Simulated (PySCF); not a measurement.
All values below come from PBE-D3(BJ)/def2-TZVP // PBE0-D3(BJ)/def2-TZVP (PySCF). Isolated molecules, 0 K electronic values unless said otherwise. 

Reference species (SMILES): `Cl[Si]Cl` (excited triplet) (neutral, multiplicity 3).

```json
{
  "dipole_moment": "0.54 D"
}
```

Changed species: `Cl[Si][SiH3]` (excited triplet) (X = silyl, multiplicity 3; the reference has X = chloro, multiplicity 3).

Question: Give the shifts of the dipole moment.

Answer: the dipole moment goes up by 0.60 D, to 1.14 D.
